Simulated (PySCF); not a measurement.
# Molecular orbitals of EuP

PBE0 at R = 2.620 Å; PySCF, spin-free X2C with a Gaussian nucleus, basis sets Eu x2c-SVPall, P x2c-SVPall. State: nonet, about 7.0 electrons in the 4f shell (Mulliken), a second solution, started from another occupation. Only the outer orbitals are listed, counted within each symmetry.

```json
{"spin": "α", "orbital": "9π", "occ.": "1", "ε (eV)": "-3.88", "on Eu (%)": "36", "main shells (%)": "64 P p, 31 Eu d"}
{"spin": "α", "orbital": "9π", "occ.": "1", "ε (eV)": "-3.88", "on Eu (%)": "36", "main shells (%)": "64 P p, 31 Eu d"}
{"spin": "α", "orbital": "18σ", "occ.": "0", "ε (eV)": "-2.25", "on Eu (%)": "91", "main shells (%)": "65 Eu s, 17 Eu p, 9 P p"}
{"spin": "α", "orbital": "19σ", "occ.": "0", "ε (eV)": "-0.62", "on Eu (%)": "94", "main shells (%)": "62 Eu d, 30 Eu p"}
{"spin": "α", "orbital": "10π", "occ.": "0", "ε (eV)": "-0.46", "on Eu (%)": "93", "main shells (%)": "51 Eu p, 41 Eu d"}
{"spin": "β", "orbital": "8π", "occ.": "1", "ε (eV)": "-3.72", "on Eu (%)": "24", "main shells (%)": "76 P p, 19 Eu d"}
{"spin": "β", "orbital": "8π", "occ.": "1", "ε (eV)": "-3.72", "on Eu (%)": "24", "main shells (%)": "76 P p, 19 Eu d"}
{"spin": "β", "orbital": "16σ", "occ.": "0", "ε (eV)": "-2.31", "on Eu (%)": "73", "main shells (%)": "66 Eu s, 26 P p"}
{"spin": "β", "orbital": "17σ", "occ.": "0", "ε (eV)": "-1.10", "on Eu (%)": "52", "main shells (%)": "46 P p, 24 Eu s, 23 Eu d"}
{"spin": "β", "orbital": "18σ", "occ.": "0", "ε (eV)": "0.22", "on Eu (%)": "94", "main shells (%)": "58 Eu d, 34 Eu p"}
```

Q: Which are the highest filled and the lowest empty level, where do they sit, and how wide is the gap?

A: Highest filled β 8π at -3.72 eV (in %: 76 P p, 19 Eu d); lowest empty β 16σ at -2.31 eV (in %: 66 Eu s, 26 P p); the gap at PBE0 is 1.41 eV.

The bond order (Mayer) is 2.28. The ⟨S²⟩ is 20.050 and the charge on Eu (Mulliken, basis-dependent) is 0.36. The charge on Eu (Löwdin, basis-dependent) is 0.08. The dipole moment (positive dipole means Eu(−)P(+)) is -9.58 D.

Spin–orbit coupling is left out.
